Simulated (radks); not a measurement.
Task: Excited configurations of neutral titanium: one electron is placed in a higher orbital outside [Ar] 3d2 4s1. The ground configuration is [Ar] 3d2 4s2. Method: non-relativistic Kohn-Sham, BLYP, spin-unpolarised, spherical densities, point nucleus; computed with a radial shooting solver on a logarithmic mesh with Libxc functionals. Excitation = E - E(ground); binding = E(ion) - E, where the ion is the core of charge +1; n* = 1/sqrt(2 binding) in atomic units, and the quantum defect is n - n*.

| outer orbital | excitation (eV) | binding (eV) | n* | quantum defect | eigenvalue (eV) | <r> (bohr) |
|---|---|---|---|---|---|---|
| 4p | 3.041 | 4.184 | 1.803 | 2.197 | -1.930 | 4.684 |
| 4d | 5.675 | 1.550 | 2.963 | 1.037 | -0.564 | 9.987 |
| 5s | 4.962 | 2.263 | 2.452 | 2.548 | -1.238 | 9.163 |
| 5p | 5.525 | 1.701 | 2.828 | 2.172 | -0.910 | 11.46 |
| 7s | 6.382 | 0.843 | 4.016 | 2.984 | -0.511 | 26.82 |
| 7p | 6.511 | 0.714 | 4.365 | 2.635 | -0.434 | 31.62 |

Estimate the row for 7f.

Result: excitation (eV) 6.826; binding (eV) 0.399; n* 5.836; quantum defect 1.164; eigenvalue (eV) -0.270; <r> (bohr) 64.73. The Delta-SCF ionisation energy is 7.225 eV (NIST Atomic Spectra Database: 6.828 eV, measured). Self-interaction in the functional shifts the binding energies and quantum defects, so they are the method's values and not measured ones. Spin polarisation and multiplet splitting are left out, so open shells lie too high by an amount that depends on their filling.

Beside tabulated values, note that spin-unpolarised runs miss the spin-polarisation part of the exchange energy of open shells.
